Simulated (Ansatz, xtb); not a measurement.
**Ranking isomers of ClGeH4OSi**

9 gas-phase structures of ClGeH4OSi, found in a search over its isomers (lower ones may exist). Each was relaxed with GFN2-xTB; where two conformers were screened, the lower at r2SCAN-D4/def2-SVP is listed:

A. `O[Si@H](Cl)[GeH2]`, a doublet
B. `[OH][Ge]([SiH3])[Cl]`, a doublet
C. `[OH][GeH][SiH2]Cl`, a doublet
D. `[SiH3][O][GeH][Cl]`, a doublet
E. `O[SiH][GeH2][Cl]`, a doublet
F. `[SiH2][O][GeH2][Cl]`, a doublet
G. `O[SiH2][GeH][Cl]`, a doublet
H. `Cl[SiH2][O][GeH2]`, a doublet
I. `Cl[SiH][O][GeH3]`, a doublet

Problem. Make a reasoned guess at their ranking by r2SCAN-D4/def2-SVP single-point energy.

Solution. Calculated order at r2SCAN-D4/def2-SVP: H (0.0), I (11.2), D (13.3), A (13.7), G (36.8), F (41.5), B (59.7), E (65.8), C (82.4) kJ/mol. Less than 1 kcal/mol parts I and D; D and A, so the order within those pairs means little.

Energies above the lowest of each column, in kJ/mol; the last columns are at BLYP-D3(BJ)/def2-SVP geometries and were run for some of them only (a dash: not run or not comparable):

```tsv
structure	GFN2-xTB	HF/STO-3G	r2SCAN-D4/def2-SVP	BLYP-D3(BJ)/def2-SVP	CCSD(T)/def2-SVP + ΔMP2/def2-TZVPP
H	59.0	93.6	0.0	0.0	0.0
I	137.2	0.0	11.2	27.9	29.3
D	0.0	68.1	13.3	3.4	23.6
A	144.9	73.5	13.7	32.5	20.3
G	68.1	108.0	36.8	–	–
F	109.8	44.4	41.5	–	–
B	71.0	101.4	59.7	–	–
E	149.1	65.8	65.8	–	–
C	150.4	116.0	82.4	–	–
```

CCSD(T)/def2-SVP + ΔMP2/def2-TZVPP puts H lowest of those it was run on; GFN2-xTB picks D, HF/STO-3G picks I. CCSD(T)/def2-SVP + ΔMP2/def2-TZVPP orders those it was run on as H (0.0), A (20.3), D (23.6), I (29.3) kJ/mol. Less than 1 kcal/mol parts A and D, so the order within that pair means little. Flexible structures stand in one conformer each, not always the lowest. Frequencies (BLYP-D3(BJ)/def2-SVP) were run for A, D, H, I alone. Open shells are spin-unrestricted. ΔMP2 is the change of the MP2 energy from the smaller to the larger basis.

Over these structures GFN2-xTB departs from r2SCAN-D4/def2-SVP by 36.2 kJ/mol on average once a common shift is removed. A GFN2-xTB relaxation took about 0.1 s and the r2SCAN-D4/def2-SVP energy about 2 s on a shared host (Ansatz 0.2.0, xtb 6.7.1).
